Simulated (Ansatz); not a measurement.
CH3ClF3MoN, SMILES `C[N]=[Mo]([F])([F])([F])[Cl]`, relaxed with RKS PBE-D4/def2-SVP in Ansatz from a rough embedded geometry. The force threshold is 0.03 eV/Å; the program also tests the step.

The species carries charge 0 and has multiplicity 1. Mo takes the def2 core potential.

Start:

```xyz
10

C    -0.263    1.504   -1.175
N    -0.089    0.526   -0.062
Mo    0.037   -1.116    0.832
F     0.153    0.184    2.311
F     1.382   -2.215    1.885
F    -0.943   -2.265    2.068
Cl    0.583   -1.716   -1.665
H    -0.859    2.278   -0.760
H    -0.715    0.936   -1.985
H     0.713    1.885   -1.450
```

(1) By how much does the energy fall, and how many steps does the optimiser take? (Best estimate.)

(2) Which bonds change most? (Best estimate.)

(3) Give the relaxed structure. (Estimate.)

## Answers

(1) Ansatz gave: 105.11 kcal/mol, in 13 steps.

(2) The calculation gave: Mo3–Cl7 from 2.626 to 2.318 Å; N2–Mo3 from 1.874 to 1.698 Å; Mo3–F5 from 2.031 to 1.872 Å; Mo3–F4 from 1.972 to 1.875 Å.

(3) Computed: 
```xyz
10

C    -0.225    1.423   -1.020
N    -0.049    0.320   -0.153
Mo    0.171   -1.040    0.841
F     0.213   -0.369    2.591
F     2.033   -1.159    0.990
F    -1.580   -1.571    1.236
Cl    0.260   -2.758   -0.711
H    -1.028    2.089   -0.639
H    -0.513    1.061   -2.032
H     0.719    2.004   -1.103
```
